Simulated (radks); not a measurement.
Task: Species: Cd42+. Configuration: [He] 2s2 2p2 (the NIST ground configuration). Method: non-relativistic Kohn-Sham, LDA (Slater exchange, Perdew-Wang correlation), spin-unpolarised, spherical densities, point nucleus; relativity is left out, which matters for an element this heavy; computed with a radial shooting solver on a logarithmic mesh with Libxc functionals. Some entries of the table are withheld. Estimate them.

| orbital | occ. | eigenvalue (hartree) | r(max) (bohr) |
|---|---|---|---|
| 1s | 2 | (1) | (2) |
| 2s | 2 | (3) | 0.1131 |
| 2p | 2 | (4) | (5) |

Result: 
(1) 1s eigenvalue (hartree): -1069.345
(2) 1s r(max) (bohr): 0.02098
(3) 2s eigenvalue (hartree): -245.4869
(4) 2p eigenvalue (hartree): -240.2835
(5) 2p r(max) (bohr): 0.08779
